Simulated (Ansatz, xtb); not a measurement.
## Relative energy of two conformers of FGaH5N3

Structure I: `N[NH][Ga]([NH2])[F]`, a singlet. Structure II: `N[NH][Ga]([NH2])[F]`, a singlet. Both are isolated molecules in the gas phase, relaxed with PBE0-D3(BJ)/pcseg-1.

I (Å):

```csv
atom,x (Å),y (Å),z (Å)
F,0.5396,1.2302,-2.1936
Ga,0.1188,0.6063,-0.5761
N,-0.6860,3.2692,0.1673
N,-0.5244,1.9138,0.5187
N,0.2785,-1.1903,-0.3247
H,0.2142,3.6673,-0.0915
H,-1.2873,3.3442,-0.6505
H,-0.8389,1.7411,1.4632
H,0.8638,-1.7099,-0.9683
H,0.3506,-1.5673,0.6121
```

II (Å):

```xyz
10

F     2.2185    0.2938    1.8683
Ga    0.6204   -0.2582    1.3023
N    -0.7907   -0.0815    2.4330
N     0.5533   -0.8407   -0.4202
N    -0.6813   -1.3038   -0.9051
H    -0.6235   -0.0213    3.4294
H    -1.6316   -0.6073    2.2272
H     1.3396   -0.8392   -1.0613
H    -0.9936   -0.7353   -1.6913
H    -0.5983   -2.2657   -1.2311
```

Q: Estimate which is lower in electronic energy at CCSD(T)/def2-SVP + ΔMP2/def2-TZVPP, and by roughly how much.

A: The CCSD(T)/def2-SVP + ΔMP2/def2-TZVPP calculation puts structure II lower, by 1.31 kcal/mol.

The same difference at several levels:

```json
{"level": "PBE0-D3(BJ)/pcseg-1", "geometry": "PBE0-D3(BJ)/pcseg-1", "E(II) − E(I) (kcal/mol)": "−1.25", "departure from the last row (kcal/mol)": "+0.07", "job, with rough time for the two": "optimisation, 87 s"}
{"level": "HF/def2-SVP", "geometry": "PBE0-D3(BJ)/pcseg-1", "E(II) − E(I) (kcal/mol)": "−2.37", "departure from the last row (kcal/mol)": "−1.06", "job, with rough time for the two": "part of the CCSD(T) run"}
{"level": "MP2/def2-SVP", "geometry": "PBE0-D3(BJ)/pcseg-1", "E(II) − E(I) (kcal/mol)": "−1.91", "departure from the last row (kcal/mol)": "−0.59", "job, with rough time for the two": "part of the CCSD(T) run"}
{"level": "CCSD(T)/def2-SVP", "geometry": "PBE0-D3(BJ)/pcseg-1", "E(II) − E(I) (kcal/mol)": "−1.86", "departure from the last row (kcal/mol)": "−0.55", "job, with rough time for the two": "single point"}
{"level": "CCSD(T)/def2-SVP + ΔMP2/def2-TZVPP", "geometry": "PBE0-D3(BJ)/pcseg-1", "E(II) − E(I) (kcal/mol)": "−1.31", "departure from the last row (kcal/mol)": "", "job, with rough time for the two": "single point, 25 s"}
```

None of the levels shown reverses the order. The largest departure from CCSD(T)/def2-SVP + ΔMP2/def2-TZVPP is that of HF/def2-SVP, 1.06 kcal/mol. Levels run at GFN2-xTB geometries aren't shown. The last row adds to CCSD(T) the change of the MP2 difference between the two basis sets, here +0.55 kcal/mol.

With harmonic frequencies from PBE0-D3(BJ)/pcseg-1 (ideal gas, rigid rotor, one conformer each, 298.15 K, 1 atm): the zero-point term adds +0.06 kcal/mol; ΔH is −1.38 and ΔG −1.13 kcal/mol.

The correlated steps freeze 13 core orbitals; the filled d shell of Ga is correlated, in a basis made for valence electrons. Codes used: Ansatz 0.2.0; the last row on 2 threads of Intel(R) Xeon(R) 6975P-C (Granite Rapids) on a shared host.
